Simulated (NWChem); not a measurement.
# CH2F2O2Si; SMILES C1O[Si](F)(F)O1

```xyz
8

F      0.0000    -1.2634     1.3423
Si     0.0000     0.0000     0.3727
F      0.0000     1.2634     1.3423
O     -1.1048     0.0000    -0.8650
C      0.0000     0.0000    -1.7719
O      1.1048     0.0000    -0.8650
H      0.0000    -0.9092    -2.3954
H      0.0000     0.9092    -2.3954
```
Atoms are numbered in this order, from 1.

Program: NWChem. Coordinates come from a PBE0/def2-SVP optimisation. Level: PBE0/def2-SVP with SMD (1 M gas to 1 M solution), gas-phase geometry. Reactions with the solvent are ignored.

Question: What does the run give for solvent toluene? Quantities: solvation free energy (kcal/mol); cavity-dispersion-structure term (kcal/mol); dipole in solution (D).

Answer: The solvation free energy (kcal/mol) comes out as -2.5, the cavity-dispersion-structure term (kcal/mol) is -0.5 and the dipole in solution (D) comes out as 1.69.
